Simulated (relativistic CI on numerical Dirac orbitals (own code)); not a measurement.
**Re XXVII: q coefficients and field-shift factors**

These numbers are calculated, not measured: Dirac-Coulomb-Breit CI, orbitals from a KLI potential per configuration, derivatives by finite differences, unscaled Slater integrals, QED left out (own radial code, finite nucleus).

Configurations in the expansion (outside the closed core [Kr] 4d10): 4f3, 4f2 5s, 4f 5s2, 4f2 5p, 4f 5s 5p, 4f2 5d, 4f 5p2, 4f 5s 5d. Levels of other configurations are missing.

With x = (α/α₀)² − 1 an excitation energy changes as ω = ω₀ + qx; K = 2q/ω₀ is the relative enhancement. Terms are leading LS components, so labels can repeat. The field-shift factor is F = δν/δ⟨r²⟩ for the transition from the lowest level.

Lowest level 4f3 4I°_9/2.

| Level | ω₀ (cm⁻¹) | q (cm⁻¹) | F (GHz/fm²) |
| --- | --- | --- | --- |
| 4f3 4I°_11/2 | 21935.5 | 24380 | 1.08 |
| 4f3 4I°_13/2 | 40525.4 | 39430 | 1.8 |
| 4f3 4F°_3/2 | 40793.2 | 2347 | 0.456 |
| 4f3 2H°_9/2 | 49273.6 | 19480 | 1.16 |
| 4f3 4F°_5/2 | 55519.8 | 17980 | 1.16 |
| 4f3 4I°_15/2 | 56517.4 | 48570 | 2.29 |
| 4f3 4S°_3/2 | 61046.7 | 25010 | 1.46 |
| 4f3 4F°_7/2 | 61797.7 | 25180 | 1.48 |
| 4f3 4G°_5/2 | 64618.2 | 14450 | 1.12 |
| 4f3 4G°_7/2 | 74681.1 | 29470 | 1.75 |
| 4f3 4F°_9/2 | 78401.4 | 46120 | 2.39 |
| 4f3 2K°_13/2 | 78816.8 | 33910 | 1.96 |
| 4f3 2H°_11/2 | 79952.2 | 43420 | 2.31 |

At this charge energies of transitions that change n are usually good to better than 1 %, and those within a shell (Δn = 0) to a few per cent. Terms inside the open d or f shell come out 10 to 20 % too wide with unscaled integrals.

**Question.** Which transition from the lowest level has the largest |K|?

**Answer.** 4f3 4I°_11/2 at 21935.5 cm⁻¹, K = 2.22.
